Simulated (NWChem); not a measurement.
# C₃H₆O; SMILES OC1CC1

```xyz
10

O     -0.0764    -1.4469    -0.2259
C     -0.0050    -0.2461     0.4608
C     -0.7560     0.8964    -0.1266
C      0.7505     0.9063    -0.1345
H      0.7643    -1.9023    -0.1096
H     -0.0048    -0.3306     1.5576
H     -1.2903     1.5769     0.5412
H     -1.2563     0.6947    -1.0773
H      1.2411     0.7242    -1.0948
H      1.2818     1.5925     0.5310
```
Atoms are numbered in this order, from 1.

Level: PBE0/def2-SVP (NWChem), optimised geometry, unscaled harmonic frequencies. 

### Question
List the harmonic frequencies with IR intensities, and the thermochemistry.

### Answer
```csv
frequency (cm⁻¹),IR intensity (km/mol)
330,111.6
408,12.0
418,19.4
763,2.6
821,5.8
851,12.6
952,26.9
1001,9.0
1061,4.5
1067,17.5
1120,0.9
1180,0.1
1205,3.2
1260,54.3
1297,96.0
1412,3.9
1418,4.3
1517,29.0
3115,35.4
3149,8.7
3158,3.2
3248,2.1
3261,4.4
3873,38.3
```

* **zero-point energy**: 54.1 kcal/mol
* **thermal correction to the enthalpy at 298.15 K (with zero-point energy)**: 57.4 kcal/mol
* **heat capacity Cv**: 15.1 cal/(mol K)
* **entropy at 298.15 K and 1 atm (symmetry number 1)**: 66.0 cal/(mol K)
* **dipole moment**: 1.49 D

Rigid rotor and harmonic oscillator.
